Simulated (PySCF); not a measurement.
C3H9Ge, SMILES [CH3][Ge]([CH3])[CH3], multiplicity 2. Geometry: PBE-D3(BJ)/def2-SVP. The isomer is the one that the SMILES or the coordinates give; other isomers of the formula were not compared.

Level of theory: PBE-D3(BJ)/def2-SVP run with PySCF.

Harmonic wavenumbers (cm⁻¹): 112, 116, 116, 163, 163, 166, 526, 569, 569, 670, 670, 673, 803, 804, 804, 1174, 1174, 1191, 1367, 1377, 1377, 1381, 1381, 1395, 2965, 2965, 2966, 3068, 3068, 3068, 3094, 3094, 3094. Rotational constants (GHz): 4.756, 4.756, 2.871; symmetry number 3.

**Question.** Work out the zero-point energy and the ideal-gas rigid-rotor harmonic-oscillator thermochemistry at 298.15 K and 1 atm.

**Answer.** ZPE = ½ Σ hcν = ½ × 46121 cm⁻¹ = 65.93 kcal/mol. H − E(el) = 71.60 kcal/mol. Entropy in cal/(mol K): translation 40.20, rotation 23.82, vibration 20.58, spin 1.38, total 85.99. G − E(el) = 45.96 kcal/mol. Cp = 28.74 cal/(mol K). Modes under 150 cm⁻¹ make the vibrational entropy uncertain.
